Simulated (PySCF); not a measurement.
FH3MgSi, SMILES [F][Mg][SiH3]. Atoms are numbered in the order given.

```xyz
6

Mg     0.0000     0.0000     0.7715
F      0.0000     0.0000     2.5277
Si     0.0000     0.0000    -1.7832
H      1.1967     0.6909    -2.3471
H      0.0000    -1.3819    -2.3471
H     -1.1967     0.6909    -2.3471
```

Geometry optimised at PBE0-D3(BJ)/def2-TZVP.

Level of theory: B3LYP/pcJ-1 (PySCF).

Isotropic couplings with Fermi-contact, spin-dipole and both spin-orbit terms, one fixed conformer, no vibrational averaging. Isotopes: 19F, 1H, 29Si.

Computed spin–spin coupling constants:
```json
[
 {"pair": "Si3–H4", "bonds apart": "1", "J (Hz)": "-194.4"},
 {"pair": "Si3–H5", "bonds apart": "1", "J (Hz)": "-194.4"},
 {"pair": "Si3–H6", "bonds apart": "1", "J (Hz)": "-194.4"},
 {"pair": "F2–Si3", "bonds apart": "2", "J (Hz)": "-25.4"},
 {"pair": "H4–H5", "bonds apart": "2", "J (Hz)": "-2.3"},
 {"pair": "H4–H6", "bonds apart": "2", "J (Hz)": "-2.3"},
 {"pair": "H5–H6", "bonds apart": "2", "J (Hz)": "-2.3"},
 {"pair": "F2–H4", "bonds apart": "3", "J (Hz)": "3.4"},
 {"pair": "F2–H5", "bonds apart": "3", "J (Hz)": "3.4"},
 {"pair": "F2–H6", "bonds apart": "3", "J (Hz)": "3.4"}
]
```
